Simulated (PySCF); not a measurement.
## Unknown compound

Molecular formula: C$_{6}$H$_{11}$PSi. Simulated spectra:

$^{1}$H NMR (500 MHz, computed): δ 6.20 (m, 2H), 6.10 (m, 2H), 4.24 (m, 2H), 3.13 (m, 2H), 0.30 (m, 3H).

$^{13}$C{$^{1}$H} NMR (computed): δ 133.7, 128.3, 32.4, -8.4.

All values are calculated (PySCF 2.14): shielding tensors at PBE0/pcSseg-1 (GIAO), structure optimised with GFN2-xTB. A single conformation, relativity neglected, no solvent model, averaged over atoms made equivalent by symmetry, fast rotation or ring inversion.

δ = σ(ref) − σ, references computed at the same level: $^{1}$H (σref 31.72), $^{13}$C (σref 186.93) against TMS.

Task: Which candidate is it?
A. Cc1cc([SiH3])c(C)[pH]1
B. C#C/P=C/[Si](C)(C)C
C. [SiH3]CP1C=CCC=C1
D. C[SiH2]P1C=CCC=C1
E. Cc1[pH]cc([SiH3])c1C

Result: D. 

4 carbon signals for 6 carbons: some carbons are equivalent by symmetry or fast rotation. Carbon types of the structure: 4 × CH, 1 × CH2, 1 × CH3, leaving 2 H on heteroatoms. δC 133.7, 128.3: alkene CH; an sp2 carbon of a C=C bond. δC 32.4: allylic sp3 CH2; aliphatic region, no heteroatom directly attached. δH 6.20, 6.10: hydrogen on an alkene CH; olefinic region. δH 3.13: hydrogen on an allylic sp3 CH2; allylic position. δH 0.30: hydrogen on a methyl carbon bonded to Si; an electropositive neighbour shields it, as in TMS itself.

The others: C#C/P=C/[Si](C)(C)C would give 3 signals for carbon-bound and other non-exchanging H, not 5; Cc1cc([SiH3])c(C)[pH]1 would give 6 carbon signals, not 4; [SiH3]CP1C=CCC=C1 has carbons computed at 136.9, 136.9, 33.1, 4.2, with a different DEPT pattern; Cc1[pH]cc([SiH3])c1C would give 6 carbon signals, not 4.

Splittings by $^{31}$P in the carbon and heteronuclear signals aren't shown, as no couplings were computed. Shifts are as computed. Against solution values, carbons near 30 ppm lie about +3 ppm off and those near 130 ppm about +5 ppm. Of 1211 compounds with measured shifts, 218 miss one by over three times the rms of a fit or turn the order of signals round; such compounds aren't used in these exercises. Multiplicities follow the n + 1 count of equivalent neighbours, as no J values were calculated; m marks all less simple cases, F and P coupling included.
